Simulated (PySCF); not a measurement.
## How methods differ on the ionisation energy of C²⁺

C²⁺ [He] 2s2 (1S) → C³⁺ [He] 2s1 (2S), as a difference of total energies. All numbers are calculated (PySCF 2.14, the spin-free X2C one-electron Hamiltonian (Gaussian nucleus), in aug-cc-pCVQZ-DK (9s8p6d4f2g, 109 functions)). Correlated levels: valence: 1s2 frozen; valence and next inner shell: nothing frozen. The calculations carry no spin-orbit coupling.

```
                                method  ionisation energy (eV)
                                   UHF                  45.798
                                   LDA                  46.967
                                   PBE                  47.124
                                  PBE0                  47.059
                                r2SCAN                  46.636
                                  BLYP                  47.117
                                  BP86                  47.199
                                  TPSS                  47.156
                         MP2 (valence)                  47.050
                     SCS-MP2 (valence)                  47.300
    MP2 (valence and next inner shell)                  47.124
SCS-MP2 (valence and next inner shell)                  47.365
```

Errors of the correlated levels include the incompleteness of this basis and the frozen core.

MP2 underrates the near-degeneracy of ns² with np² in the lower species.

Task: Which method comes closest to the reference value, and which is furthest?

Result: The reference is 47.888 eV (measured; NIST Atomic Spectra Database, ionization energies). Closest: SCS-MP2 (valence and next inner shell) (error -0.523 eV); furthest: UHF (error -2.090 eV).
